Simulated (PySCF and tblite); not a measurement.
4 diastereomers of C₇H₆F₄, numbered alike:

```
isomer                                                                             SMILES  descriptors (one enantiomer)
     A   [F:1][C@H:2]1[C@@H:3]2[CH:4]=[CH:5][C@@H:6]([C:7]([F:8])([F:9])[F:10])[C@H:11]12               2S, 3R, 6R, 11R
     B    [F:1][C@H:2]1[C@@H:3]2[CH:4]=[CH:5][C@H:6]([C:7]([F:8])([F:9])[F:10])[C@H:11]12               2S, 3R, 6S, 11R
     C  [F:1][C@@H:2]1[C@@H:3]2[CH:4]=[CH:5][C@@H:6]([C:7]([F:8])([F:9])[F:10])[C@H:11]12               2R, 3R, 6R, 11R
     D   [F:1][C@@H:2]1[C@@H:3]2[CH:4]=[CH:5][C@H:6]([C:7]([F:8])([F:9])[F:10])[C@H:11]12               2R, 3R, 6S, 11R
```

Computed spectrum of one of them (conformer average at 298.15 K; GFN1-xTB geometries, energies B3LYP/6-31+G* (IEF-PCM, chloroform) (D3(BJ) added where defined), GIAO shieldings B97-2/pcSseg-1 (IEF-PCM, chloroform), SCF tolerance 1e-06; references on GFN2-xTB geometries), in ppm: ¹H (against TMS): 6.26 (1H), 5.94 (1H), 4.93 (1H), 4.30 (1H), 2.46 (1H), 1.93 (1H). ¹³C (against TMS): 137.1 (1C), 134.3 (1C), 134.2 (1C), 74.9 (1C), 59.3 (1C), 34.1 (1C), 23.6 (1C). Of the H, only those on carbon are given.

Task: Which isomer is it?

Result: D. After a straight-line scaling (slope 0.85 to 1.15) of computed carbon shifts, the largest errors are A 5.7 ppm (at 74.9), B 4.1 ppm (at 134.2), C 3.9 ppm (at 59.3), D 1.9 ppm (at 134.3). Assigned: ¹H (against TMS): 6.26 (H4, 1H), 5.94 (H5, 1H), 4.93 (H2, 1H), 4.30 (H6, 1H), 2.46 (H3, 1H), 1.93 (H11, 1H). ¹³C (against TMS): 137.1 (C4), 134.3 (C7), 134.2 (C5), 74.9 (C2), 59.3 (C6), 34.1 (C3), 23.6 (C11). For comparison, at another level (GFN2-xTB geometries, energies B3LYP/pcSseg-1 (IEF-PCM, dimethylsulfoxide) (D3(BJ) added where defined), GIAO shieldings B3LYP/pcSseg-1 (IEF-PCM, dimethylsulfoxide)) the isomers give: A: ¹H (against TMS): 6.51 (H4, 1H), 5.70 (H5, 1H), 3.99 (H2, 1H), 3.61 (H6, 1H), 2.63 (H3, 1H), 2.27 (H11, 1H). ¹³C (against TMS): 147.3 (C4), 139.2 (C7), 135.1 (C5), 84.8 (C2), 59.8 (C6), 35.8 (C3), 25.6 (C11). B: ¹H (against TMS): 6.36 (H4, 1H), 5.56 (H5, 1H), 4.61 (H2, 1H), 4.25 (H6, 1H), 2.61 (H3, 1H), 2.19 (H11, 1H). ¹³C (against TMS): 145.4 (C4), 140.7 (C7), 135.5 (C5), 81.3 (C2), 60.5 (C6), 36.0 (C3), 24.7 (C11). C: ¹H (against TMS): 6.33 (H4, 1H), 5.91 (H5, 1H), 5.11 (H2, 1H), 3.66 (H6, 1H), 2.49 (H3, 1H), 2.08 (H11, 1H). ¹³C (against TMS): 142.6 (C4), 140.5 (C7), 136.6 (C5), 78.0 (C2), 57.2 (C6), 35.4 (C3), 26.8 (C11). D: ¹H (against TMS): 6.19 (H4, 1H), 5.82 (H5, 1H), 4.95 (H2, 1H), 4.40 (H6, 1H), 2.53 (H3, 1H), 1.90 (H11, 1H). ¹³C (against TMS): 141.0 (C4), 140.4 (C7), 136.6 (C5), 78.2 (C2), 60.4 (C6), 35.7 (C3), 24.1 (C11).

Shifts are unscaled: against experiment ¹³C can be off by 15 ppm or more and ¹H by 0.8 ppm.
